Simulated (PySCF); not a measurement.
## GeH₄: calculation against measurement

Isolated GeH₄, optimised in PySCF with density fitting and no spin–orbit coupling; def2 sets carry scalar-relativistic core potentials from Rb on. It is a singlet of Td symmetry: PBE0/def2-TZVP Ge–H 1.534 Å (×4).

Counting electrons, germanium keeps none of its valence electrons outside its bonds, so the VSEPR class is AX4 and the expected shape is tetrahedral (Td), as computed.

Measured fundamentals (Shimanouchi, Tables of Molecular Vibrational Frequencies (1972), as compiled in the NIST Chemistry WebBook) beside computed harmonic wavenumbers, in cm⁻¹:

```csv
mode as compiled,computed symmetry,measured,rating (A best; medium not stated),PBE0/def2-TZVP
a1 sym str,a1,2106,B,2169
e deg deform,e,931,D,924
f2 deg str,t2,2114,B,2174
f2 deg deform,t2,819,B,822
```

How close does the calculation come?

Mean absolute differences: PBE0/def2-TZVP 1.7 %. The mean ratio of measured to computed values at PBE0/def2-TZVP is 0.987. Harmonic values should lie a little above fundamentals, most of all for X–H stretches.

The measured mean polarisability is 4.77 Å³ (NIST CCCBDB Release 22 (SRD 101), experimental polarizabilities). What do the calculations give?

PBE0/def2-TZVP 4.97 Å³. Basis sets without diffuse functions underestimate polarisabilities.
